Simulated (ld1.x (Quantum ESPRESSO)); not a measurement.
## What one change does to a pseudopotential (iodine (I), TM)

iodine (I), norm-conserving Troullier–Martins (Kleinman–Bylander form), made with ld1.x (Quantum ESPRESSO) 7.5 (PBE, scalar-relativistic). Core [Kr] 4d10, reference 5s1.5 5p5.5. Waves: 5p (bound): rc 1.85 bohr; 5d channel at 0.3 Ry: rc 1.75 bohr; 5s (bound): rc 1.25 bohr. Local part: the s channel. Core correction: none.

All-electron outer shells of the reference configuration (PBE, scalar-relativistic, ld1.x):

```json
{"shell": "4p", "level (eV)": "-128.26", "outermost node (bohr)": "0.37", "outermost maximum (bohr)": "0.72"}
{"shell": "4d", "level (eV)": "-50.94", "outermost node (bohr)": "0.35", "outermost maximum (bohr)": "0.78"}
{"shell": "5s", "level (eV)": "-17.77", "outermost node (bohr)": "0.88", "outermost maximum (bohr)": "1.70"}
{"shell": "5p", "level (eV)": "-7.36", "outermost node (bohr)": "0.96", "outermost maximum (bohr)": "2.02"}
```

Change: reference 5s2 5p2.

Cutoffs: the cutoffs (Ry, on a coarse ladder) from which the occupation-weighted sum of valence levels, in a spherical-Bessel basis at the reference potential, stays within 10 and 1 mRy of its value at 400 Ry; they do not see the model core or the augmentation charge, which bear on the density cutoff. Errors are all-electron minus pseudo energies relative to the spin-unpolarised reference configuration.

What does the change do?

The potential gets harder (120 Ry and 230 Ry → 140 Ry and 230 Ry); both files keep a bound ghost (d, p); the range in which the s phases agree narrows (upper end -0.3 → -2.3); the range in which the d phases agree widens (upper end 1.6 → at the end of the scan).

| quantity | base | changed |
| --- | --- | --- |
| cutoff, loose | 120 Ry | 140 Ry |
| cutoff, tight | 230 Ry | 230 Ry |
| bound ghosts | p, d | p, d |
| largest error over its own tests, meV | +148 | +91 |
| s: phases at 2.01 bohr within 0.05 rad from the reference energy up to (Ry; the scan ends near 5) | -0.3 | -2.3 |
| p: phases at 2.01 bohr within 0.05 rad from the reference energy up to (Ry; the scan ends near 5) | to the end of the scan | to the end of the scan |
| d: phases at 2.01 bohr within 0.05 rad from the reference energy up to (Ry; the scan ends near 5) | 1.6 | to the end of the scan |

 A true bound ghost makes a file unfit for plane-wave use even where its test errors are small: the radial tests pick states by their node count and pass the ghost by.
